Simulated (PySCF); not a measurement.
Species: C4H6Cl2S.
Numbering: `[CH3:1][C:2](=[S:3])[CH2:4][CH:5]([Cl:6])[Cl:7]` (hydrogens: H8, H9, H10 on C1; H11, H12 on C4; H13 on C5)

The geometry is computed with GFN2-xTB (gas phase).

(1) List the bond lengths, angles and torsions at this level.

Answers

(1) 
```tsv
bond	length (Å)	order
C1–C2	1.482	single
C2=S3	1.622	double
C2–C4	1.505	single
C4–C5	1.524	single
C5–Cl6, C5–Cl7	1.779	single
C1–H8, C1–H9, C1–H10	1.090	single
C4–H11, C4–H12	1.092	single
C5–H13	1.092	single
```

Bonds in one row agree within 0.01 Å and their mean is given. Orders are formal, as drawn. A selection of angles:
```tsv
angle	degrees
C2–C1–H8	109.2
C2–C1–H10	111.0
H8–C1–H9	107.3
H8–C1–H10	109.5
C1–C2–S3	122.7
C1–C2–C4	117.0
S3–C2–C4	120.2
C2–C4–C5	110.0
C2–C4–H11	109.5
C2–C4–H12	111.2
C5–C4–H11	107.4
C5–C4–H12	109.5
H11–C4–H12	109.2
C4–C5–Cl6	110.5
C4–C5–Cl7	110.4
C4–C5–H13	111.6
Cl6–C5–Cl7	109.1
Cl6–C5–H13	107.8
```

Torsions: C1–C2–C4–C5 111° (anticlinal); C2–C4–C5–Cl6 174° (antiperiplanar). The mirror-image conformer, all signs reversed, is as good.

Of the pairs four or more bonds apart, S3···H13 is among the closest relative to their van der Waals radii: 2.88 Å, 96 % of the sum of Bondi's values. The C–C distances run from 1.482 Å (C1–C2, drawn single) to 1.524 Å (C4–C5, drawn single), a spread of 0.042 Å.

Point group: C1 (no symmetry element, even within 0.4 Å). No GFN2-xTB frequencies stand behind this structure, so it isn't proved a minimum. The numbers are those of one conformer.
